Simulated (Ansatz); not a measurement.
Gas-phase electronic energies from Ansatz, PBE0-D4/def2-TZVP geometries. CCSD(T)/CBS adds triple-zeta CCSD(T) − MP2 to the extrapolated MP2 energy (def2 sets, frozen cores). This one scheme is used for every species. Functionals use def2-TZVPP. B3LYP here is the variant with VWN-RPA as its local correlation; programs differ in this. For Se outer-core shells are correlated without core-valence functions, which leaves a few kJ/mol of doubt a bond. Scalar relativity is left out up to krypton. Each species was taken in one conformer, which may not be the lowest.

`C[SiH2]C(F)F` + `C[SeH]` → `C[SiH2][Se]C` + `FCF`  (ligand exchange at the Si–C bond)

(1) Is it downhill or uphill in electronic energy at CCSD(T)/CBS, and by how much? (Best estimate.)

(2) What do these levels give: PBE-D4, r2SCAN-D4, PBE0-D4, B3LYP-D4, ωB97X-V, PBE, PBE0, B3LYP, HF/def2-TZVPP, SCS-MP2/def2-TZVPP, HF/CBS(def2), CCSD/CBS(def2)? (Best estimate.)

Largest T1 diagnostic among the species: 0.012.

## Answers

(1) The calculation gave: Downhill: ΔE = -23.0 kcal/mol.

(2) Ansatz gave: PBE-D4 -21.6, r2SCAN-D4 -21.9, PBE0-D4 -22.9, B3LYP-D4 -21.5, ωB97X-V -21.0, PBE -20.7, PBE0 -22.1, B3LYP -20.1, HF/def2-TZVPP -22.7, SCS-MP2/def2-TZVPP -23.3, HF/CBS(def2) -22.6, CCSD/CBS(def2) -22.8 kcal/mol.

From PBE to PBE0 (25 % exact exchange), in def2-TZVPP and without D4, ΔE moves by −1.4 kcal/mol. The D4 term adds −1.4 kcal/mol with B3LYP and −0.8 kcal/mol with PBE0; it sums over pairs of atoms, weighted by their polarisabilities, and B3LYP, whose exchange is more repulsive, gets the larger term.
